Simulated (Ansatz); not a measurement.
Program: Ansatz. Geometries: PBE0-D4/def2-TZVP. ΔE: electronic, gas phase. CBS: MP2 limit from def2 TZ/QZ plus the TZ coupled-cluster correction, frozen cores. Functionals use def2-TZVPP. For Ge outer-core shells are correlated without core-valence functions, which leaves a few kJ/mol of doubt a bond. Scalar relativity is left out up to krypton. Each species was taken in one conformer, which may not be the lowest.

`F[SiH2]OC[SiH3]` + `[F][GeH3]` → `[F][GeH2][CH2][SiH3]` + `O[SiH2]F`  (formal exchange of groups at a C–O bond)

```json
{"species": "`F[SiH2]OC[SiH3]`", "PBE0 energy (Eh)": "-796.09328"}
{"species": "`[F][GeH3]`", "PBE0 energy (Eh)": "-2178.35468"}
{"species": "`[F][GeH2][CH2][SiH3]`", "PBE0 energy (Eh)": "-2508.22679"}
{"species": "`O[SiH2]F`", "PBE0 energy (Eh)": "-466.26381"}
```

(1) Work out ΔE.

Largest T1 diagnostic among the species: 0.012.

Results:

(1) ΔE = (-2508.22679) + (-466.26381) − (-796.09328) − (-2178.35468) = -0.04264 Eh = -26.8 kcal/mol. CCSD(T)/CBS gives -28.7 kcal/mol.

In def2-TZVPP, CCSD(T) changes the Hartree–Fock value by −3.9 kcal/mol (the triples alone add −0.3 kcal/mol) and MP2 by −6.2 kcal/mol. From PBE to PBE0 (25 % exact exchange), in def2-TZVPP and without D4, ΔE moves by −1.0 kcal/mol.
